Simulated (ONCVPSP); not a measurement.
## Al: one change to an ONCV potential, before and after

* Element: aluminium
* Generator: ONCVPSP 4.0.1
* Type: optimised norm-conserving Vanderbilt (ONCV)
* Functional: BLYP
* Relativity: scalar-relativistic
* Frozen core: [Ne]
* Valence charge: 3
* Reference configuration: 3s2 3p1
* Partial waves: 3s: rc 1.80 bohr, ncon 3, nbas 6, qcut 4.1 1/bohr, 1 projector; 3p: rc 2.75 bohr, ncon 3, nbas 7, qcut 2.8 1/bohr, 2 projectors, debl 0.4 Ha; d scattering state at 0.08 Ha: rc 2.95 bohr, ncon 4, nbas 9, qcut 3.1 1/bohr, 1 projector
* Local potential: polynomial inside 1.35 bohr (lpopt 5, dvloc0 3 Ha)
* Core correction: Teter function fitted to the true core (icmod 2), fcfact 0.3

Change: s: nproj 0; local potential the s channel.

Cutoffs: the cutoffs (Ha) at which the residual kinetic energy of the hardest occupied pseudo-wave falls to 1 and 0.1 mHa per electron; they do not see the model core or the augmentation charge, which bear on the density cutoff. Errors are all-electron minus pseudo energies relative to the spin-unpolarised reference configuration.

**Question.** What does the change do?

**Answer.** The potential gets neither clearly harder nor softer (6.0 Ha and 7.8 Ha → 6.0 Ha and 7.8 Ha); of the 4 tests that both files solve, the error grows in 0 and shrinks in 1 by more than 15 % and 0.3 meV (median size 6.2 → 5.5 meV); the range in which the s phases agree widens (upper end 1.2 → 2.5); neither file shows a bound ghost.

| quantity | base | changed |
| --- | --- | --- |
| cutoff, loose | 6.0 Ha | 6.0 Ha |
| cutoff, tight | 7.8 Ha | 7.8 Ha |
| bound ghosts | none | none |
| GHOST(+) flags under 300 eV | none | none |
| error for 3s2 3p0, meV [ΔE 5.63 eV] | +1.6 | +1.0 |
| error for 3s1 3p0, meV [ΔE 24.84 eV] | +37 | +33 |
| error for 3s2 3p0.5, meV [ΔE 2.01 eV] | +0.2 | +0.1 |
| error for 3s1 3p1, meV [ΔE 11.47 eV] | +11 | +9.9 |
| s: phases at 1.83 bohr within 0.05 rad from the reference energy up to (Ha; the scan ends near 5) | 1.2 | 2.5 |
| p: phases at 2.79 bohr within 0.05 rad from the reference energy up to (Ha; the scan ends near 5) | 1.5 | 1.4 |
| d: phases at 3.00 bohr within 0.05 rad from the reference energy up to (Ha; the scan ends near 5) | 1.1 | 1.1 |
| rms error of d²Exc/dni dnj with the model core, mHa | 1.31 | 1.31 |
